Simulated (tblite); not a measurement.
C₅H₄F₂.
Numbering: `[F:1][C:2]1=[CH:3][CH2:4][CH:5]=[C:6]1[F:7]` (hydrogens: H8 on C3; H9, H10 on C4; H11 on C5)

Computed with GFN2-xTB (tblite), gas phase: Langevin dynamics at 400 K from the optimised GFN2-xTB geometry, time step 0.5 fs, friction 0.01 fs⁻¹, 2000 steps. The instantaneous temperature is 2·E(kin)/(3Nk) with all 3N coordinates.

```csv
t (fs),T (K),E(pot) above start (eV),F1–C2 (Å),C2=C3 (Å),C3–C4 (Å),C4–C5 (Å),C5=C6 (Å),C3–H8 (Å)
0,351,0.000,1.335,1.339,1.492,1.492,1.339,1.072
25,183,0.427,1.378,1.343,1.492,1.511,1.367,1.114
50,196,0.332,1.338,1.373,1.505,1.543,1.338,1.021
75,278,0.235,1.349,1.332,1.468,1.493,1.313,1.118
100,312,0.215,1.374,1.328,1.471,1.510,1.337,1.116
125,236,0.339,1.310,1.314,1.502,1.542,1.363,1.031
150,378,0.287,1.325,1.350,1.484,1.539,1.363,1.114
175,350,0.378,1.300,1.349,1.522,1.441,1.294,1.065
200,358,0.236,1.360,1.326,1.529,1.513,1.330,1.073
225,301,0.528,1.356,1.330,1.524,1.506,1.339,1.095
250,370,0.602,1.349,1.338,1.494,1.500,1.350,1.065
275,451,0.445,1.337,1.345,1.513,1.479,1.325,1.049
300,517,0.504,1.279,1.352,1.534,1.517,1.313,1.090
325,566,0.331,1.309,1.332,1.504,1.498,1.319,1.066
350,496,0.450,1.362,1.302,1.458,1.491,1.355,1.059
375,382,0.415,1.344,1.335,1.472,1.553,1.334,1.109
400,357,0.700,1.291,1.350,1.453,1.555,1.308,1.031
425,262,0.470,1.309,1.364,1.442,1.517,1.331,1.110
450,283,0.519,1.338,1.310,1.452,1.502,1.368,1.071
475,400,0.332,1.368,1.314,1.493,1.554,1.327,1.051
500,298,0.485,1.324,1.317,1.496,1.563,1.300,1.153
525,452,0.245,1.316,1.336,1.476,1.462,1.339,1.067
550,358,0.352,1.329,1.361,1.521,1.458,1.387,1.047
575,362,0.405,1.295,1.323,1.499,1.528,1.371,1.152
600,364,0.410,1.357,1.329,1.520,1.492,1.278,1.041
625,384,0.423,1.348,1.296,1.530,1.475,1.287,1.072
650,418,0.517,1.343,1.345,1.510,1.459,1.359,1.139
675,297,0.560,1.320,1.405,1.524,1.481,1.402,1.021
700,318,0.371,1.309,1.371,1.473,1.488,1.369,1.106
725,417,0.465,1.352,1.315,1.471,1.460,1.331,1.120
750,518,0.551,1.401,1.324,1.519,1.520,1.282,1.031
775,515,0.470,1.364,1.335,1.539,1.480,1.348,1.137
800,441,0.502,1.328,1.365,1.539,1.527,1.385,1.061
825,497,0.438,1.316,1.380,1.490,1.546,1.356,1.057
850,454,0.436,1.353,1.343,1.483,1.549,1.352,1.136
875,430,0.592,1.341,1.291,1.470,1.505,1.341,1.047
900,457,0.310,1.368,1.309,1.506,1.453,1.346,1.048
925,348,0.467,1.363,1.371,1.483,1.454,1.369,1.116
950,372,0.389,1.338,1.402,1.463,1.497,1.347,1.072
975,481,0.317,1.345,1.323,1.476,1.522,1.338,1.044
1000,333,0.525,1.360,1.329,1.499,1.485,1.318,1.116
```

**Question.** From 500 fs on, how do temperature and potential energy compare with equipartition?

**Answer.** The mean temperature of these 21 frames is 405 K against the target 400 K, and the mean potential energy 0.44 eV against 27 × kT/2 = 0.47 eV for 27 classical harmonic modes. For 11 atoms in a canonical ensemble the temperature itself scatters by T·√(2/(3N)) = 98 K; here its standard deviation is 67 K. The whole run lasts only 10 friction times of 100 fs, so these averages carry a wide statistical error.

**Question.** What are the kinetic and total energies of the listed frame with the highest potential energy?

**Answer.** The one at 400 fs, 0.700 eV above the start. Its kinetic energy is 3NkT/2 = 0.508 eV at 357 K, so the sum is 1.21 eV; over the listed frames the sum runs from 0.50 to 1.29 eV, since the thermostat adds and removes energy.

**Question.** How much do the listed bonds fluctuate from 500 fs on?

**Answer.** 
```
 bond  at the start (Å)  mean (Å)  standard deviation (Å)
F1–C2             1.335     1.341                   0.024
C2=C3             1.339     1.341                   0.031
C3–C4             1.492     1.499                   0.023
C4–C5             1.492     1.495                   0.033
C5=C6             1.339     1.343                   0.034
C3–H8             1.072     1.085                   0.042
```

The motion is classical and holds no zero-point motion.

What follows is the cost of the whole dynamics run. Hardware: one thread of an Intel Xeon at 2.50 GHz, shared host with 64 logical CPUs at a one-minute load of 61. Cost: 21 s of wall time, 0.18 GiB resident at most.
